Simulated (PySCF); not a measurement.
# Bond length, frequency and bond energy of SiGe⁻ by level of theory

State: ²Π (doublet), unpaired electrons π ↑. Set-up: Si def2-TZVPPD, Ge def2-TZVPPD; no relativity (PySCF 2.14). De refers to Si⁻ + Ge in their high-spin ground configurations, without counterpoise correction. The functionals are run spin-unrestricted. A positive dipole points towards Ge; it is taken about the centre of mass and depends on that origin. Levels whose curve was spin-contaminated or gave no clean fit are not listed.

```csv
Level,Re (Å),ωe (cm⁻¹),De (eV),μ (D)
UHF,2.204,503,n/a,2.47
UHF-CCSD,2.230,462,n/a,n/a
UHF-CCSD(T),2.248,442,n/a,n/a
PBE,2.256,429,4.00,2.66
revPBE,2.265,425,n/a,2.70
r²SCAN,2.232,451,3.86,2.57
r²SCANh,2.225,459,3.77,2.55
B3LYP,2.240,444,n/a,2.56
PBE0,2.227,459,3.75,2.59
B97-3,2.237,453,n/a,2.63
M06-2X,2.224,471,n/a,2.31
LC-ωPBE,2.176,510,3.34,2.51
```

**Question.** What does the step from GGA to meta-GGA do here, going from PBE to r²SCAN?

**Answer.** r²SCAN less PBE: -2.4 pm in Re, +5.1 % in ωe, -0.14 eV in De. 

**Question.** What does the triples do here, going from UHF-CCSD to UHF-CCSD(T)?

**Answer.** UHF-CCSD(T) less UHF-CCSD: +1.8 pm in Re, -4.3 % in ωe. Correlation nearly always deepens the well. The bond lengthens, as in strong covalent bonds, where excitations into antibonding orbitals dominate.

Correlated steps freeze 14 core orbitals. Spin–orbit coupling is left out. For an ion De counts to the pair picked by the measured ionisation energies or electron affinities, which need not be the lowest pair at this level. The highest Kohn–Sham level is positive in this anion. Much of that is self-interaction error, but it also means that the finite basis helps to hold the extra electron. The state is the lowest determinant that a PBE0 search found; another state may lie lower at other levels.

The whole job (state search and all levels along the bond) took about 16 min on 2 threads of Arm Neoverse V2 (shared host), peak memory 4.3 GiB.
